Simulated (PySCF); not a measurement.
C2H9FSi3, SMILES F[Si@H]1C[SiH2]C[SiH2]1. Atoms are numbered in the order given.

```xyz
15

F      1.6642     1.5859     0.8404
Si     1.0887     0.7638    -0.4565
C      1.2121    -1.0855    -0.1037
Si    -0.3871    -1.6504     0.7490
C     -1.7761    -0.7877    -0.2154
Si    -1.2602     1.0125    -0.5820
H      1.9086     1.1845    -1.6286
H      1.2927    -1.6115    -1.0732
H      2.1184    -1.3270     0.4759
H     -0.5366    -3.1360     0.7444
H     -0.3902    -1.1754     2.1645
H     -1.9005    -1.3129    -1.1791
H     -2.7435    -0.8404     0.3092
H     -1.7424     1.9328     0.4897
H     -1.7815     1.4904    -1.8974
```

Geometry optimised at B3LYP-D3(BJ)/def2-SVP. The structure was generated by enumeration; whether it is a known compound was not checked. Other conformers were not sampled.

Level of theory: B3LYP-D3(BJ)/def2-SVP (PySCF).

Frequencies are harmonic and unscaled.

Computed harmonic wavenumbers and intensities:
```csv
mode,ν (cm⁻¹),IR (km/mol),moving atoms (share of kinetic energy)
1,50,0.4,"F 32 %, H 26 %, C 23 %, Si 18 %"
2,119,0.6,"H 40 %, Si 26 %, C 22 %, F 12 %"
3,167,4.3,"F 48 %, Si 29 %, H 19 %"
4,224,3.7,"H 35 %, F 27 %, Si 21 %, C 17 %"
5,275,1.6,"Si 46 %, H 35 %, C 18 %"
6,312,5.9,"Si 56 %, H 22 %, C 16 %"
7,413,3.6,"Si 61 %, H 35 %"
8,445,7.7,"H 52 %, Si 46 %"
9,491,2.4,"H 55 %, Si 38 %"
10,536,4.3,"H 70 %, C 16 %, Si 12 %"
11,594,5.5,"H 67 %, C 22 %, Si 10 %"
12,609,3.8,"C 44 %, H 42 %, Si 14 %"
13,628,9.5,"H 67 %, C 27 %"
14,668,10.7,"H 65 %, Si 23 %, C 12 %"
15,705,6.4,"H 52 %, C 33 %, Si 11 %"
16,725,35.7,"H 51 %, C 34 %, Si 15 %"
17,748,39.8,"H 65 %, C 24 %, Si 9 %"
18,790,66.3,"H 68 %, C 23 %, Si 9 %"
19,815,138.1,"H 64 %, C 20 %, Si 15 %"
20,825,4.8,"H 67 %, F 24 %"
21,872,404.7,"H 73 %, Si 17 %, C 11 %"
22,883,149.3,"Si 34 %, H 31 %, F 31 %"
23,934,91.0,H 94 %
24,960,69.3,H 95 %
25,977,9.0,"H 86 %, Si 9 %"
26,1004,7.2,H 91 %
27,1039,27.7,"H 67 %, C 31 %"
28,1049,65.1,"H 66 %, C 31 %"
29,1364,9.7,"H 91 %, C 8 %"
30,1382,9.6,H 92 %
31,2203,116.5,H 97 %
32,2210,216.5,H 97 %
33,2213,7.9,H 96 %
34,2217,256.8,H 96 %
35,2218,41.6,H 97 %
36,3031,1.4,H 94 %
37,3041,2.2,H 94 %
38,3104,0.4,"H 91 %, C 9 %"
39,3110,0.5,"H 91 %, C 9 %"
```
